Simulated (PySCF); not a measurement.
## CoN(OH)₂, singlet: molecular constants

All numbers come from PySCF, PBE0, basis Co def2-TZVP, N def2-TZVP, O def2-TZVP, H def2-TZVP (no relativity, density fitting).

The structure is a higher-order saddle point with 2 imaginary modes.

| Quantity | Value |
| --- | --- |
| Point group | Cs |
| Bond lengths | Co–N 1.454 Å, Co–O 1.739 Å, Co–O 1.757 Å, O–H 0.960 Å, O–H 0.966 Å |
| Bond angles | Co–O–H 107.9°, Co–O–H 121.4°, N–Co–O 118.3°, N–Co–O 123.6°, O–Co–O 118.1° |
| Atomisation energy without zero-point energy | 1641 kJ/mol |
| Dipole moment | 1.95 D |
| Principal polarisabilities | 24.3, 49.1, 52.8 bohr³ |
| Highest occupied level | -7.74 eV |
| Principal quadrupole moments (Buckingham, traceless) about the centre of mass | -3.08, -1.47, 4.55 D Å |
| Zero-point energy (real modes) | 74.8 kJ/mol |
| Rotational constants | 0.2909, 0.2129, 0.1229 cm⁻¹ |
| Lowest empty level | -4.07 eV |

Harmonic modes (masses in u: Co 58.933, N 14.003, O 15.995, H 1.008):
```csv
symmetry,ω (cm⁻¹),IR (km/mol),μ (u)
a'',482i,–,1.10
a'',344i,–,1.11
a',176,4.3,6.09
a',250,15.3,8.77
a'',256,7.1,14.09
a',653,196,2.65
a',679,81.5,12.45
a',749,52.6,1.81
a',780,60.9,1.08
a',1222,102,16.20
a',3825,135,1.07
a',3909,166,1.07
```

Charges (e):
```csv
atom,Mulliken,Löwdin,polar tensor,Mayer order to Co1
Co1,0.90,0.17,1.35,–
N2,-0.29,0.03,-0.42,2.56
O3,-0.65,-0.26,-0.78,0.90
O4,-0.63,-0.28,-0.75,0.90
H5,0.34,0.17,0.32,0.02
H6,0.33,0.17,0.27,0.02
```
Other Mayer orders above 0.3: O–H 0.87 (×2).

Mulliken populations on Co1: s 6.42, p 12.29, d 7.39, f 0.00.

Only a few start shapes were tried, so a lower isomer may exist. At this level a triplet minimum of C2v symmetry lies 62 kJ/mol below this structure. At the minimum of this search the closed-shell solution is unstable towards spin polarisation, so a lower open-shell solution exists.

The final relaxation and frequency run took 2.8 min on 4 threads of a shared Arm Neoverse V1 host, with 150 basis functions and 30 gradients; the process peaked at 2 GiB.
